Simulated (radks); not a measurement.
Task: The mean radii <r> (bohr) of the occupied orbitals of an atom or ion are listed with their occupations. Method: scalar-relativistic Kohn-Sham, LDA (Slater exchange, VWN5 correlation), spin-polarised, spherical densities, finite nucleus; Fermi nuclear charge, rms radius of each element as measured or else 0.836 A^(1/3) + 0.57 fm; computed with a radial shooting solver on a logarithmic mesh with Libxc functionals.

orbital  occ.      <r>
1s down     1  0.01775
1s up       1  0.01775
2s up       1  0.07497
2s down     1  0.07497
2p up       3  0.06732
2p down     3  0.06731
3s up       1   0.1937
3s down     1   0.1936
3p up       3   0.1941
3p down     3   0.1940
3d up       5   0.1757
3d down     5   0.1756
4s up       1   0.4128
4s down     1   0.4131
4p up       3   0.4313
4p down     3   0.4318
4d up       5   0.4405
4d down     5   0.4412
4f up       3   0.4268

Name the element and its charge. Open shells, if any, are filled with parallel spins first.

Result: Z = 76, osmium, charge +27: Os27+ in [Kr] 4d10 4f3. The 1s radius gives Z: for a bare nucleus <r> = (2 gamma + 1)/(2Z) with gamma = sqrt(1 - (Z/c)^2), 0.01753 bohr for Z = 76, and screening makes it slightly larger (0.01775 here). The occupations add up to 49, and the charge is Z minus that.
